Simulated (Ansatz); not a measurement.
Cost and result for the atomization energy of BFGeH5NO, SMILES `OB(F)[NH][GeH3]` (10 atoms, 9 bonds).

```json
{"atom": "O1", "x (Å)": "-0.2500", "y (Å)": "1.1733", "z (Å)": "-1.3928"}
{"atom": "B2", "x (Å)": "-1.0775", "y (Å)": "0.6300", "z (Å)": "-0.4517"}
{"atom": "F3", "x (Å)": "-2.3829", "y (Å)": "0.9585", "z (Å)": "-0.4538"}
{"atom": "N4", "x (Å)": "-0.5644", "y (Å)": "-0.2600", "z (Å)": "0.5032"}
{"atom": "Ge5", "x (Å)": "1.2006", "y (Å)": "-0.7923", "z (Å)": "0.6168"}
{"atom": "H6", "x (Å)": "-0.7047", "y (Å)": "1.7659", "z (Å)": "-1.9941"}
{"atom": "H7", "x (Å)": "-1.2049", "y (Å)": "-0.6392", "z (Å)": "1.1805"}
{"atom": "H8", "x (Å)": "2.0987", "y (Å)": "0.4260", "z (Å)": "0.8738"}
{"atom": "H9", "x (Å)": "1.6188", "y (Å)": "-1.4933", "z (Å)": "-0.6832"}
{"atom": "H10", "x (Å)": "1.2663", "y (Å)": "-1.7689", "z (Å)": "1.8013"}
```

Total charge 0; spin multiplicity 1. Correlated methods include outer-core shells of Ge, which these sets cover unevenly. Scalar relativity is left out up to krypton. All single points use the PBE0-D4/def2-TZVP geometry. It is one conformer, not always the lowest. Program: Ansatz. All runs use 4 threads of an Arm Neoverse V2 on a shared host. Times are those of one run each, without the atoms' runs, and a repeat can differ threefold. Electronic energies, without spin–orbit coupling; frozen cores. CCSD(T)/CBS adds CCSD(T) − MP2 in def2-TZVPP to the MP2 limit, and its time is that of the two runs behind it. T1 = 0.012. With those shells the extrapolation isn't a true limit. B3LYP takes the VWN-RPA correlation (the form of Gaussian; ORCA's B3LYP/G).

CCSD(T)/CBS is a level of theory with its own doubt, some kJ/mol a heavy atom from the limit and from the frozen cores, so smaller differences don't rank the functionals.

```tsv
level	functions	wall time	atomization (kJ/mol)	difference from CCSD(T)/CBS	per bond
PBE-D4/def2-TZVPP (with forces)	242	2.5 s	3780.1	47.0	5.2
PBE0-D4/def2-TZVPP	242	3 s	3703.2	-29.9	-3.3
r2SCAN-D4/def2-TZVPP (with forces)	242	4.7 s	3733.2	0.1	0.0
B3LYP-D4/def2-TZVPP (with forces)	242	4.7 s	3720.6	-12.5	-1.4
B2PLYP/def2-TZVPP	242	5.5 s	3693.7	-39.4	-4.4
ωB97X-V/def2-TZVPP	242	8 s	3741.1	8.0	0.9
ωB97M-V/def2-TZVPP (with forces)	242	12 s	3733.3	0.2	0.0
MP2/def2-QZVPP	467	21 s	3773.9	40.8	4.5
CCSD(T)/def2-TZVPP	242	3.5 min	3641.0	-92.1	-10.2
CCSD(T)/CBS(def2)	–	3.8 min	3733.1	0.0	0.0
```

From PBE to PBE0 (25 % exact exchange), in def2-TZVPP and without D4, the atomization energy moves by −74.0 kJ/mol: exact exchange takes away binding that semilocal exchange gives to molecules. The D4 term adds +29.7 kJ/mol with B3LYP and +15.5 kJ/mol with PBE0; it sums over pairs of atoms, weighted by their polarisabilities, and B3LYP, whose exchange is more repulsive, gets the larger term. In def2-TZVPP, CCSD(T) changes the Hartree–Fock value by +949.9 kJ/mol (the triples alone add +54.4 kJ/mol) and MP2 by +1028.2 kJ/mol; breaking electron pairs costs correlation energy, which Hartree–Fock lacks.
